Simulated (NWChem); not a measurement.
System meant: TaNH$_{2}$SCl$_{2}$; SMILES [NH2][Ta](=[S])([Cl])[Cl]

NWChem input:

```
start job
memory heap 200 mb stack 900 mb global 1100 mb
geometry units angstroms noautoz
  Ta     0.000190     0.131682    -0.069897
  S      0.002918     1.785703     1.302524
  Cl     1.913926    -1.136590     0.169597
  Cl    -1.918713    -1.129052     0.168053
  N      0.002553     0.971685    -1.820720
  H      0.004696     1.966533    -2.030095
  H      0.001734     0.424287    -2.682056
end
basis spherical
  Ta library def2-svp
  S library def2-svp
  Cl library def2-svp
  N library def2-svp
  H library def2-svp
end
dft
  xc b3lyp
  iterations 150
  mulliken
end
task dft energy
```

End of the output:

```
          Convergence Information
          -----------------------
          Convergence aids based upon iterative change in
          total energy or number of iterations.
          Levelshifting, if invoked, occurs when the
          HOMO/LUMO gap drops below (HL_TOL):  1.00D-02
          DIIS, if invoked, will attempt to extrapolate
          using up to (NFOCK): 10 stored Fock matrices.

                    Damping( 0%)  Levelshifting(0.5)       DIIS
                  --------------- ------------------- ---------------
          dE  on:    start            ASAP                start
          dE off:    2 iters        150 iters           150 iters

      Screening Tolerance Information
      -------------------------------
          Density screening/tol_rho:  1.00D-10
          AO Gaussian exp screening on grid/accAOfunc:  14
          CD Gaussian exp screening on grid/accCDfunc:  20
          XC Gaussian exp screening on grid/accXCfunc:  20
          Schwarz screening/accCoul:  1.00D-08

      Superposition of Atomic Density Guess
      -------------------------------------

      charge =      73.0 Ta (Tantalum)

      symmetry species            s     p     d     f
      number of basis functions = 7     6     5     1
      number of cont. functions = 6     3     2     1
      number of closed shells   = 6     4     2     1
      number of open shells     = 0     0     1     0
      open shell occupation     = 0     0     3     0
 ------------------------------------------------------------------------
 atomscf:atomd: error in atom scf                   0
 ------------------------------------------------------------------------
 ------------------------------------------------------------------------
  current input line :
    24: task dft energy
 ------------------------------------------------------------------------
 ------------------------------------------------------------------------
 This error has not yet been assigned to a category
 ------------------------------------------------------------------------
 For more information see the NWChem manual at https://nwchemgit.github.io

0:atomscf:atomd: error in atom scf:Received an Error in Communication
```

What is wrong, and how is it mended?

The run crashed. Cause: the def2 basis of a heavy element holds valence functions alone and wants its effective core potential (without it all electrons must fit into that basis). This input runs:
```
start job
memory heap 200 mb stack 900 mb global 1100 mb
geometry units angstroms noautoz
  Ta     0.000190     0.131682    -0.069897
  S      0.002918     1.785703     1.302524
  Cl     1.913926    -1.136590     0.169597
  Cl    -1.918713    -1.129052     0.168053
  N      0.002553     0.971685    -1.820720
  H      0.004696     1.966533    -2.030095
  H      0.001734     0.424287    -2.682056
end
basis spherical
  Ta library def2-svp
  S library def2-svp
  Cl library def2-svp
  N library def2-svp
  H library def2-svp
end
ecp
  Ta library def2-ecp
end
dft
  xc b3lyp
  iterations 150
  mulliken
end
task dft energy
```
It converges to -1431.41738 Ha (B3LYP/def2-SVP with def2 effective core potentials on Ta).
